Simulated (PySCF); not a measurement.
**`InChI=1S/C5H7NSSi/c1-2-5(3-7)8-4-6/h2,8H2,1H3`**

Geometry (Å), atoms numbered from 1 in this order:
```xyz
15

C    -1.675    0.340   -0.690
C    -0.898   -0.913   -0.296
C     0.189   -0.591    0.705
C     0.032   -0.651    1.989
S    -0.045   -0.717    3.546
Si    1.867   -0.004    0.058
C     1.597    1.650   -0.778
N     1.430    2.660   -1.291
H    -1.012    1.084   -1.125
H    -2.441    0.087   -1.421
H    -2.158    0.776    0.181
H    -1.581   -1.644    0.142
H    -0.448   -1.357   -1.186
H     2.826    0.212    1.136
H     2.312   -0.924   -0.992
```

Level of theory: PySCF, quadratic response BHandHLYP/def2-SVPD first hyperpolarisability, Taylor convention, gas phase. Geometry: GFN2-xTB.

Question: What is the first hyperpolarisability, and how does it disperse?

Answer: In au, Taylor convention; the vector part is βᵢ = ⅓ Σⱼ (βᵢⱼⱼ + βⱼᵢⱼ + βⱼⱼᵢ); β∥ is 3/5 of the vector part along the dipole, the dipole points from − to +:
```
                   process  λ (nm)  β vector norm     β∥  β HRS  depolarisation ratio
           static β(0;0,0)       ∞          204.2  -49.7   87.1                  4.54
second harmonic β(−2ω;ω,ω)    1064          229.0  -52.8  100.1                  4.31
         Pockels β(−ω;ω,0)    1064          212.8  -51.1      –                     –
```

Question: Which lowest excitations, dipole and polarisabilities go with it?

Answer: S1 2.65 eV (f = 0.000); S2 5.16 eV (f = 0.012); S3 5.83 eV (f = 0.005); dipole 3.21 D; isotropic α 111.0 au static, 112.4 au at 1064 nm, 117.0 au at 532 nm.
